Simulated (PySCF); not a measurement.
Delta-SCF ions had no search for a lower state. Excitations are Tamm–Dancoff values on a coarser integration grid. The basis has no diffuse functions, so Rydberg states are missing or too high.

## C9H6BNS, SMILES `s1c2cc(c(B)cc2cc1)C#N` (charge 0, multiplicity 1)

The numbers are results of r2SCAN-D4/def2-TZVP // r2SCAN-D4/def2-SVP (PySCF), not measurements.

```
Item                                                                           Value
-------------------------------------------  ---------------------------------------
HOMO                                                                        -6.36 eV
dipole moment                                                              1.362 e·Å
HOMO–LUMO gap                                                                3.18 eV
LUMO                                                                        -3.18 eV
S1 excitation (TDA)                                                          3.56 eV
S1 oscillator strength                                                         0.065
brightest of the four lowest singlets (TDA)                                  4.73 eV
T1 excitation (TDA)                                                          2.88 eV
S1–T1 gap (TDA)                                                              0.68 eV
vertical ionisation energy (Delta-SCF)                                       8.55 eV
total energy                                                            -824.2369 Ha
cost                                         about 110 core-minutes (a rough figure)
```

```xyz
18

B     -2.5106     1.1405     1.0342
C     -1.2789     0.4656     0.3924
C      0.0027     0.7598     0.8830
C      1.1584     0.1746     0.3373
C      2.5366     0.3479     0.6985
C      3.3765    -0.4021    -0.0748
S      2.5450    -1.3500    -1.2735
C      1.0062    -0.7410    -0.7440
C     -0.2498    -1.0654    -1.2668
C     -1.3798    -0.4650    -0.7005
C     -2.6564    -0.8106    -1.2502
N     -3.6751    -1.1185    -1.7262
H     -3.6256     0.9127     0.6398
H     -2.3353     1.9108     1.9485
H      0.0995     1.4655     1.7140
H      2.8787     1.0044     1.5008
H      4.4642    -0.4607    -0.0165
H     -0.3562    -1.7686    -2.0962
```
Charge 0, spin multiplicity 1.
